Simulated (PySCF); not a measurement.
**`O=C/C(=C\Cl)CO`, C4H5ClO2**

Geometry:
```
atom   x (Å)   y (Å)   z (Å)
  O1   0.371  -2.453   0.192
  C2   0.934  -1.423  -0.079
  C3   0.319  -0.093   0.005
  C4   0.945   1.034  -0.353
 Cl5   2.528   1.122  -0.979
  C6  -1.098  -0.046   0.536
  O7  -1.784   1.141   0.246
  H8   1.984  -1.415  -0.423
  H9   0.455   1.994  -0.259
 H10  -1.633  -0.930   0.163
 H11  -1.068  -0.117   1.628
 H12  -1.952   1.186  -0.702
```

Computed, not measured: GIAO B3LYP/pcSseg-1 magnetisability, rotational g tensor and spin-rotation constants, non-relativistic, gas phase in PySCF 2.14.0. Geometry: GFN2-xTB.

Give the nuclear spin-rotation constants along the inertial axes (H = +C I·J) beside the isotropic shieldings.

Rotational constants 2.6175, 1.5297, 0.9796 GHz. A star marks the isotopologue with that one atom substituted, in its own axes.
| atom | isotope | Caa (kHz) | Cbb (kHz) | Ccc (kHz) | mean (kHz) | σ (ppm) |
| --- | --- | --- | --- | --- | --- | --- |
| Cl5 | 35Cl | 0.487 | 0.568 | 0.140 | 0.398 | 752.4 |
| H8 | 1H | 0.216 | -0.057 | -0.083 | 0.025 | 21.3 |
| H9 | 1H | -0.290 | 0.168 | -0.102 | -0.075 | 24.4 |
| H10 | 1H | -0.037 | -0.121 | -0.041 | -0.066 | 26.8 |
| H11 | 1H | -0.200 | -0.171 | 0.039 | -0.111 | 27.4 |
| H12 | 1H | -0.332 | -0.198 | -0.013 | -0.181 | 32.0 |
| O1 | 17O* | -2.519 | -1.335 | 0.009 | -1.282 | -352.5 |
| C2 | 13C* | 1.274 | 0.790 | 0.229 | 0.764 | -10.5 |
| C3 | 13C* | 1.117 | 0.710 | 0.157 | 0.661 | 32.6 |
| C4 | 13C* | 1.079 | 0.701 | 0.185 | 0.655 | 29.4 |
| C6 | 13C* | 0.642 | 0.282 | 0.228 | 0.384 | 115.6 |
| O7 | 17O* | -0.209 | -0.175 | -0.020 | -0.135 | 308.6 |

For the geometry as given, no vibrational averaging.

How do the rotational constants and the g tensor change when H8, H9, H10, H11, H12 are replaced by deuterium?

Constants 2.4388, 1.4539, 0.9331 GHz; g -0.0428, -0.0227, -0.0101, against -0.0461, -0.0239, -0.0106 before.
